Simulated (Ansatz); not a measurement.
Ansatz (a quantum-chemistry and plane-wave program) input (B3LYP/6-31G*):

Ansatz 0.2 input:
```yaml
crystal:
  periodic: [false, false, false]
  atoms:
    - {symbol: F, position_ang: [1.30434344, 1.11897412, -0.11702209]}
    - {symbol: B, position_ang: [0.59107197, 0.00971651, 0.00123780]}
    - {symbol: F, position_ang: [1.26912842, -1.12152617, 0.13450943]}
    - {symbol: Si, position_ang: [-1.44535736, 0.00231725, -0.01000828]}
    - {symbol: H, position_ang: [-1.93610761, -0.89819752, -1.08903468]}
    - {symbol: H, position_ang: [-2.00092875, 1.36408492, -0.22475210]}
    - {symbol: H, position_ang: [-1.94456721, -0.52394303, 1.29032764]}
basis:
  gaussian:
    orbitals: 6-31G*
hamiltonian:
  xc: {name: B3LYP}
phonons: {temperatures: {t_min: 298.15, t_max: 298.15, t_step: 100}}
```

Output:

```
Functional definition: B3LYP
integrals: 0.02 GiB planned
708 factors; integrals over basis functions are off by at most 7.0e-4 eV
mean field: 0.21 GiB planned
mean field evaluation 1: about -14037.6362 eV, gradient 3.3e1 eV
mean field evaluation 2: about -14035.9813 eV, gradient 4.9e1 eV
mean field evaluation 4: about -14039.2709 eV, gradient 5.3e-1 eV
mean field evaluation 8: about -14039.2865 eV, gradient 5.5e-2 eV
mean field -14039.28653675 eV, -515.9342640554 hartree, gradient 3.6e-5 eV, S^2 0.000000; 0 other end points of the search recorded, 0 dependent functions left out
the calculation of the forces begins
reference -14039.28673831 eV, -515.9342714626 hartree; 20, 20 occupied and 50, 50 virtual orbitals, 708 factors
these checks for a lower state are left out or cut short: stability, starts, cluster_reference, orbital_swaps, neighbouring_geometries, increment
integrals: 0.02 GiB planned
708 factors; integrals over basis functions are off by at most 7.0e-4 eV
mean field: 0.21 GiB planned
mean field evaluation 16: about -14039.2864 eV, gradient 1.2e-1 eV
mean field -14039.28648954 eV, -515.9342623203 hartree, gradient 2.0e-6 eV, S^2 0.000000; 0 other end points of the search recorded, 0 dependent functions left out
the calculation of the forces begins
reference -14039.28669109 eV, -515.9342697271 hartree; 20, 20 occupied and 50, 50 virtual orbitals, 708 factors
these checks for a lower state are left out or cut short: stability, starts, cluster_reference, orbital_swaps, neighbouring_geometries, increment
integrals: 0.02 GiB planned
708 factors; integrals over basis functions are off by at most 7.0e-4 eV
mean field: 0.21 GiB planned
mean field -14039.28648465 eV, -515.9342621408 hartree, gradient 1.5e-6 eV, S^2 0.000000; 0 other end points of the search recorded, 0 dependent functions left out
the calculation of the forces begins
reference -14039.28668622 eV, -515.9342695484 hartree; 20, 20 occupied and 50, 50 virtual orbitals, 708 factors
these checks for a lower state are left out or cut short: stability, starts, cluster_reference, orbital_swaps, neighbouring_geometries, increment
integrals: 0.02 GiB planned
708 factors; integrals over basis functions are off by at most 7.0e-4 eV
mean field: 0.21 GiB planned
mean field evaluation 32: about -14039.2864 eV, gradient 3.0e-6 eV
mean field -14039.28643352 eV, -515.9342602618 hartree, gradient 3.0e-6 eV, S^2 0.000000; 0 other end points of the search recorded, 0 dependent functions left out
the calculation of the forces begins
reference -14039.28663509 eV, -515.9342676692 hartree; 20, 20 occupied and 50, 50 virtual orbitals, 708 factors
these checks for a lower state are left out or cut short: stability, starts, cluster_reference, orbital_swaps, neighbouring_geometries, increment
integrals: 0.02 GiB planned
708 factors; integrals over basis functions are off by at most 7.0e-4 eV
mean field: 0.21 GiB planned
mean field -14039.28643273 eV, -515.9342602329 hartree, gradient 2.2e-6 eV, S^2 0.000000; 0 other end points of the search recorded, 0 dependent functions left out
the calculation of the forces begins
reference -14039.28663429 eV, -515.9342676399 hartree; 20, 20 occupied and 50, 50 virtual orbitals, 708 factors
these checks for a lower state are left out or cut short: stability, starts, cluster_reference, orbital_swaps, neighbouring_geometries, increment
integrals: 0.02 GiB planned
708 factors; integrals over basis functions are off by at most 7.0e-4 eV
mean field: 0.21 GiB planned
mean field -14039.28653195 eV, -515.9342638789 hartree, gradient 1.7e-6 eV, S^2 0.000000; 0 other end points of the search recorded, 0 dependent functions left out
the calculation of the forces begins
reference -14039.28673350 eV, -515.9342712859 hartree; 20, 20 occupied and 50, 50 virtual orbitals, 708 factors
these checks for a lower state are left out or cut short: stability, starts, cluster_reference, orbital_swaps, neighbouring_geometries, increment
integrals: 0.02 GiB planned
708 factors; integrals over basis functions are off by at most 7.0e-4 eV
mean field: 0.21 GiB planned
mean field -14039.28653239 eV, -515.9342638950 hartree, gradient 1.8e-6 eV, S^2 0.000000; 0 other end points of the search recorded, 0 dependent functions left out
the calculation of the forces begins
reference -14039.28673395 eV, -515.9342713024 hartree; 20, 20 occupied and 50, 50 virtual orbitals, 708 factors
these checks for a lower state are left out or cut short: stability, starts, cluster_reference, orbital_swaps, neighbouring_geometries, increment
integrals: 0.02 GiB planned
708 factors; integrals over basis functions are off by at most 7.0e-4 eV
mean field: 0.21 GiB planned
mean field -14039.28639582 eV, -515.9342588763 hartree, gradient 2.0e-6 eV, S^2 0.000000; 0 other end points of the search recorded, 0 dependent functions left out
[...]
mean field evaluation 192: about -14039.2865 eV, gradient 5.7e-5 eV
mean field -14039.28650503 eV, -515.9342628896 hartree, gradient 2.6e-6 eV, S^2 0.000000; 0 other end points of the search recorded, 0 dependent functions left out
the calculation of the forces begins
reference -14039.28670661 eV, -515.9342702975 hartree; 20, 20 occupied and 50, 50 virtual orbitals, 708 factors
these checks for a lower state are left out or cut short: stability, starts, cluster_reference, orbital_swaps, neighbouring_geometries, increment
integrals: 0.02 GiB planned
708 factors; integrals over basis functions are off by at most 7.0e-4 eV
mean field: 0.21 GiB planned
mean field -14039.28652341 eV, -515.9342635653 hartree, gradient 1.4e-6 eV, S^2 0.000000; 0 other end points of the search recorded, 0 dependent functions left out
the calculation of the forces begins
reference -14039.28672496 eV, -515.9342709718 hartree; 20, 20 occupied and 50, 50 virtual orbitals, 708 factors
these checks for a lower state are left out or cut short: stability, starts, cluster_reference, orbital_swaps, neighbouring_geometries, increment
integrals: 0.02 GiB planned
708 factors; integrals over basis functions are off by at most 7.0e-4 eV
mean field: 0.21 GiB planned
mean field -14039.28652397 eV, -515.9342635856 hartree, gradient 1.4e-6 eV, S^2 0.000000; 0 other end points of the search recorded, 0 dependent functions left out
the calculation of the forces begins
reference -14039.28672555 eV, -515.9342709935 hartree; 20, 20 occupied and 50, 50 virtual orbitals, 708 factors
these checks for a lower state are left out or cut short: stability, starts, cluster_reference, orbital_swaps, neighbouring_geometries, increment
integrals: 0.02 GiB planned
708 factors; integrals over basis functions are off by at most 7.0e-4 eV
mean field: 0.21 GiB planned
mean field -14039.28648732 eV, -515.9342622389 hartree, gradient 2.2e-6 eV, S^2 0.000000; 0 other end points of the search recorded, 0 dependent functions left out
the calculation of the forces begins
reference -14039.28668889 eV, -515.9342696465 hartree; 20, 20 occupied and 50, 50 virtual orbitals, 708 factors
these checks for a lower state are left out or cut short: stability, starts, cluster_reference, orbital_swaps, neighbouring_geometries, increment
integrals: 0.02 GiB planned
708 factors; integrals over basis functions are off by at most 6.9e-4 eV
mean field: 0.21 GiB planned
mean field -14039.28648812 eV, -515.9342622681 hartree, gradient 2.5e-6 eV, S^2 0.000000; 0 other end points of the search recorded, 0 dependent functions left out
the calculation of the forces begins
reference -14039.28668967 eV, -515.9342696749 hartree; 20, 20 occupied and 50, 50 virtual orbitals, 708 factors
these checks for a lower state are left out or cut short: stability, starts, cluster_reference, orbital_swaps, neighbouring_geometries, increment
integrals: 0.02 GiB planned
708 factors; integrals over basis functions are off by at most 7.0e-4 eV
mean field: 0.21 GiB planned
mean field evaluation 224: about -14039.2865 eV, gradient 2.6e-6 eV
mean field -14039.28653001 eV, -515.9342638075 hartree, gradient 2.6e-6 eV, S^2 0.000000; 0 other end points of the search recorded, 0 dependent functions left out
the calculation of the forces begins
reference -14039.28673157 eV, -515.9342712148 hartree; 20, 20 occupied and 50, 50 virtual orbitals, 708 factors
these checks for a lower state are left out or cut short: stability, starts, cluster_reference, orbital_swaps, neighbouring_geometries, increment
integrals: 0.02 GiB planned
708 factors; integrals over basis functions are off by at most 7.0e-4 eV
mean field: 0.21 GiB planned
mean field -14039.28652938 eV, -515.9342637845 hartree, gradient 8.8e-7 eV, S^2 0.000000; 0 other end points of the search recorded, 0 dependent functions left out
the calculation of the forces begins
reference -14039.28673094 eV, -515.9342711917 hartree; 20, 20 occupied and 50, 50 virtual orbitals, 708 factors
these checks for a lower state are left out or cut short: stability, starts, cluster_reference, orbital_swaps, neighbouring_geometries, increment
integrals: 0.02 GiB planned
708 factors; integrals over basis functions are off by at most 7.0e-4 eV
mean field: 0.21 GiB planned
mean field -14039.28652567 eV, -515.9342636481 hartree, gradient 1.9e-6 eV, S^2 0.000000; 0 other end points of the search recorded, 0 dependent functions left out
the calculation of the forces begins
reference -14039.28672721 eV, -515.9342710547 hartree; 20, 20 occupied and 50, 50 virtual orbitals, 708 factors
these checks for a lower state are left out or cut short: stability, starts, cluster_reference, orbital_swaps, neighbouring_geometries, increment
integrals: 0.02 GiB planned
708 factors; integrals over basis functions are off by at most 7.0e-4 eV
mean field: 0.21 GiB planned
mean field -14039.28652492 eV, -515.9342636207 hartree, gradient 1.6e-6 eV, S^2 0.000000; 0 other end points of the search recorded, 0 dependent functions left out
the calculation of the forces begins
reference -14039.28672650 eV, -515.9342710284 hartree; 20, 20 occupied and 50, 50 virtual orbitals, 708 factors
these checks for a lower state are left out or cut short: stability, starts, cluster_reference, orbital_swaps, neighbouring_geometries, increment
integrals: 0.02 GiB planned
708 factors; integrals over basis functions are off by at most 7.0e-4 eV
mean field: 0.21 GiB planned
mean field -14039.28652451 eV, -515.9342636055 hartree, gradient 9.4e-7 eV, S^2 0.000000; 0 other end points of the search recorded, 0 dependent functions left out
the calculation of the forces begins
reference -14039.28672607 eV, -515.9342710128 hartree; 20, 20 occupied and 50, 50 virtual orbitals, 708 factors
these checks for a lower state are left out or cut short: stability, starts, cluster_reference, orbital_swaps, neighbouring_geometries, increment
integrals: 0.02 GiB planned
708 factors; integrals over basis functions are off by at most 7.0e-4 eV
mean field: 0.21 GiB planned
mean field -14039.28652465 eV, -515.9342636105 hartree, gradient 1.3e-6 eV, S^2 0.000000; 0 other end points of the search recorded, 0 dependent functions left out
the calculation of the forces begins
reference -14039.28672620 eV, -515.9342710176 hartree; 20, 20 occupied and 50, 50 virtual orbitals, 708 factors
these checks for a lower state are left out or cut short: stability, starts, cluster_reference, orbital_swaps, neighbouring_geometries, increment
integrals: 0.02 GiB planned
708 factors; integrals over basis functions are off by at most 7.0e-4 eV
mean field: 0.21 GiB planned
mean field evaluation 256: about -14039.2865 eV, gradient 4.7e-2 eV
mean field -14039.28649298 eV, -515.9342624468 hartree, gradient 2.8e-6 eV, S^2 0.000000; 0 other end points of the search recorded, 0 dependent functions left out
the calculation of the forces begins
reference -14039.28669456 eV, -515.9342698546 hartree; 20, 20 occupied and 50, 50 virtual orbitals, 708 factors
these checks for a lower state are left out or cut short: stability, starts, cluster_reference, orbital_swaps, neighbouring_geometries, increment
integrals: 0.02 GiB planned
708 factors; integrals over basis functions are off by at most 7.0e-4 eV
mean field: 0.21 GiB planned
mean field -14039.28649187 eV, -515.9342624059 hartree, gradient 2.9e-6 eV, S^2 0.000000; 0 other end points of the search recorded, 0 dependent functions left out
the calculation of the forces begins
reference -14039.28669341 eV, -515.9342698125 hartree; 20, 20 occupied and 50, 50 virtual orbitals, 708 factors
Total energy: -14039.28673831 eV, -515.9342714626 hartree
Atom 0 at     1.304343     1.118974    -0.117022 Å, force     0.000958    -0.000010    -0.000095 eV/Å
Atom 1 at     0.591072     0.009717     0.001238 Å, force    -0.000359     0.000054     0.000168 eV/Å
Atom 2 at     1.269128    -1.121526     0.134509 Å, force    -0.000665     0.000415    -0.000076 eV/Å
Atom 3 at    -1.445357     0.002317    -0.010008 Å, force    -0.000123    -0.000022    -0.000055 eV/Å
Atom 4 at    -1.936108    -0.898198    -1.089035 Å, force     0.000160    -0.000186    -0.000236 eV/Å
Atom 5 at    -2.000929     1.364085    -0.224752 Å, force    -0.000115    -0.000219     0.000122 eV/Å
Atom 6 at    -1.944567    -0.523943     1.290328 Å, force     0.000144    -0.000032     0.000173 eV/Å
Dipole moment:    -0.118609     0.006005    -0.002400 e Å
Vibrations: 7.93 199.54 367.25 370.28 583.51 614.15 660.07 902.89 942.13 949.96 1253.79 1397.64 2240.94 2247.20 2261.85 cm⁻¹, zero-point energy 0.929826 eV
```

The blocks after the first are displaced geometries, from whose forces the wavenumbers follow.
